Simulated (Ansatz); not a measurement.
Species: InO2 (charge 0, doublet). It need not be the lowest isomer of its formula. 
Coordinates optimised at B3LYP-D3(BJ)/def2-TZVP (Ansatz, a quantum-chemistry and plane-wave program):
SMILES: [O][In][O]
```xyz
3

In     0.0000     0.0000     0.0000
O      0.0000     0.0000    -1.8777
O      0.0000     0.0000     1.8777
```
Charge 0, spin multiplicity 2.

Basis-set convergence of Hartree-Fock and CCSD(T) correlation energies (hartree) with Ansatz. Correlated levels leave the core frozen unless marked. UHF or UKS for open shells. Spin-orbit coupling is left out. Frozen are the shells of the preceding noble gas and the d and f shells that filled before the atom's block. Past Kr the def2 sets carry scalar-relativistic core potentials.

The UHF reference is spin-contaminated (<S^2> 0.28 over the pure value in the largest basis). The T1 diagnostic of CCSD in the largest basis is 0.069, which is high, so the coupled-cluster rows are less sure than usual.

```json
[
 {"basis": "def2-TZVPP", "functions": "112", "E(HF)": "-338.87919", "E(corr, CCSD(T))": "-0.52955"},
 {"basis": "def2-QZVPP", "functions": "196", "E(HF)": "-338.88823", "E(corr, CCSD(T))": "-0.56778"}
]
```

Extrapolating the two largest sets (X = 3 and 4) as X^-3: E(corr) = (64·(-0.56778) - 27·(-0.52955))/37 = -0.5957 Eh, an estimate of the basis-set limit. The largest set recovers 95.3 % of it, the smallest 88.9 %.
